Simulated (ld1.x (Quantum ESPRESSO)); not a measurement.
Results of a calculation; reference values are marked as such.
## Potentials for Zn (Z = 30) compared

Generated with ld1.x 7.5 (TM, RRKJ, ultrasoft, PAW), atompaw 4.2 or ONCVPSP 4.0.1. The cutoff is in Ry: for ld1.x and atompaw files where the sum of valence levels is converged to 10 mRy in a Bessel basis, for ONCV files where the hardest occupied wave has 1 mHa per electron of residual kinetic energy. The error is the largest all-electron minus pseudo excitation energy over each file’s own four to seven test configurations (ionisations up to +4, promotions, holes and added fractions of an electron), all of which were solved. The labels leave out finer settings (local radius, basis sizes, second energies), which also bear on the numbers. Spin-polarised tests are not counted. The rows are a selection from randomly drawn settings: files with unsolved tests, undetermined cutoffs or missed reference levels are left out.

A true bound ghost makes a file unfit for plane-wave use even where its test errors are small: the radial tests pick states by their node count and pass the ghost by.

| potential | cutoff (Ry) | largest error (meV) | bound ghosts |
| --- | --- | --- | --- |
| PAW, PBEsol, scalar-relativistic, rc 1.05/1.05/0.75 (spd), local smoothed, core correction yes, reference 3s2 3p6 3d10 4s1.5 4p0 | 260 | -40 | none |
| RRKJ, PBE, fully relativistic, rc 1.75/1.65/1.20 (spd), local s, core correction no, reference 3d10 4s0 4p0 | 140 | -1860 | p3/2, p1/2 |
| RRKJ, PBE, scalar-relativistic, rc 2.00/2.75/1.15/2.20 (spdf), local s, core correction yes, reference 3d10 4s2 4p0 | 140 | -425 | none |
| TM semilocal, BLYP, scalar-relativistic, rc 1.70/2.30/2.10 (spd), local d, core correction yes, reference 4s2 4p0 | 12 | -234 | none |
| TM, PBEsol, scalar-relativistic, rc 2.30/1.00/0.85 (spd), local p, core correction no, reference 3p6 3d10 4s2 4p0 | 300 | -43 | s |
| TM, PBE, scalar-relativistic, rc 1.95/0.95/1.55 (spd), local p, core correction no, reference 3p6 3d10 4s2 4p0 | 140 | -438 | s |
| PAW, LDA (PZ), scalar-relativistic, rc 1.05/1.15/1.30 (spd), local smoothed, core correction yes, reference 3s2 3p6 3d10 4s1 4p0 | 90 | -43 | none |

(1) Fill in the row for Zn: PAW, BLYP, scalar-relativistic, rc 1.00/1.20/1.00 (spd), local smoothed, core correction yes, reference 3s2 3p6 3d10 4s1.75 4p0.

Results:

(1) cutoff 160 Ry, largest error -9.3 meV, bound ghosts: none.
